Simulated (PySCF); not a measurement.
C₆H₁₀O₂S.
Atom-mapped SMILES: `[CH2:1]=[CH:2][CH2:3][S:4](=[O:5])(=[O:6])[CH2:7][CH:8]=[CH2:9]` (hydrogens: H10, H11 on C1; H12 on C2; H13, H14 on C3; H15, H16 on C7; H17 on C8; H18, H19 on C9)

Cartesian coordinates in Å at the PBE0-D3(BJ)/def2-SVP level; atoms count from 1:
```
atom  x, y, z in Å
C1    -2.887   -0.343    1.206
C2    -2.322   -0.439    0.001
C3    -1.206   -1.363   -0.335
S4     0.268   -0.482   -0.906
O5     1.258   -1.485   -1.284
O6    -0.178    0.527   -1.866
C7     0.860    0.388    0.568
C8     1.921    1.355    0.170
C9     3.207    1.221    0.492
H10   -2.564   -0.969    2.044
H11   -3.704    0.358    1.394
H12   -2.661    0.202   -0.820
H13   -1.427   -1.996   -1.210
H14   -0.898   -2.013    0.497
H15    1.228   -0.384    1.258
H16   -0.026    0.888    0.991
H17    1.589    2.198   -0.446
H18    3.564    0.375    1.089
H19    3.951    1.952    0.168
```

The closed-shell ground state was solved at several levels (PySCF, density fitting, gas phase, non-relativistic).

```tsv
level	basis functions	HOMO (eV)	LUMO (eV)	gap (eV)	dipole (D)
wB97X-D/pcSseg-1	210	-9.41	1.04	10.45	4.54
B3LYP/def2-SVPD	273	-7.44	-1.07	6.37	4.54
```

Estimate the row for PBE0/pcSseg-1, a basis of 210 functions; the other rows only guide the guess.

HOMO -7.58 eV, LUMO -0.75 eV, gap 6.83 eV, dipole 4.41 D.

Over all these levels, which gives the widest orbital gap and which the narrowest?

wB97X-D/pcSseg-1 (range-separated hybrid) has the widest, 10.45 eV, and B3LYP/def2-SVPD (global hybrid, 20 % exact exchange) the narrowest, 6.37 eV. Functional and basis both differ between the two, so the spread mixes both effects.

How far do the dipole and the HOMO energy spread over the levels?

The dipole runs from 4.41 to 4.54 D (mean 4.49 D) and the HOMO from -9.41 to -7.44 eV.

One conformer stands for the species.
